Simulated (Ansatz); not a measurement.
Isolated molecules relaxed with PBE0-D4/def2-TZVP in Ansatz; ΔE leaves out vibrations. CCSD(T)/CBS adds triple-zeta CCSD(T) − MP2 to the extrapolated MP2 energy (def2 sets, frozen cores). This one scheme is used for every species, atoms too. For atomizations the MP2-based limit and the directly extrapolated one differ by several kJ/mol either way, and by 10 to 25 for some Ge, Se and Sn compounds, so smaller differences from it don't rank the levels. Functionals use def2-TZVPP. Open shells (•) are unrestricted, without spin–orbit coupling. Spin–orbit coupling would lower the free atoms: a little for Al, S; clearly for Br. For Br outer-core shells are correlated without core-valence functions, so the limit isn't a true one: a few kJ/mol of doubt a bond, and 10 to 20 or more in all where bonds break to atoms. Scalar relativity is left out up to krypton. One conformer a species, not always the lowest.

Consider the atomization: `[SH][Al]([Br])[Br]` → Al• + 2 Br• + H• + S•.

Problem. What is ΔE at CCSD(T)/CBS? (An estimate is asked.)

Solution. Ansatz gave: +354.5 kcal/mol.

Problem. What do these levels give: r2SCAN-D4, CAM-B3LYP-D4, PBE, r2SCAN, BHLYP, LC-ωPBE? (Best estimate.)

Solution. The calculation gave: r2SCAN-D4 355.8, CAM-B3LYP-D4 341.3, PBE 347.2, r2SCAN 354.9, BHLYP 329.5, LC-ωPBE 341.2 kcal/mol.

Largest T1 diagnostic among the species: 0.018.

The D4 term adds +6.9 kcal/mol with B3LYP and +3.7 kcal/mol with PBE0; it sums over pairs of atoms, weighted by their polarisabilities, and B3LYP, whose exchange is more repulsive, gets the larger term. From PBE to PBE0 (25 % exact exchange), in def2-TZVPP and without D4, ΔE moves by −2.2 kcal/mol: exact exchange takes away binding that semilocal exchange gives to molecules.

B3LYP here is the variant with VWN-RPA as its local correlation; programs differ in this.
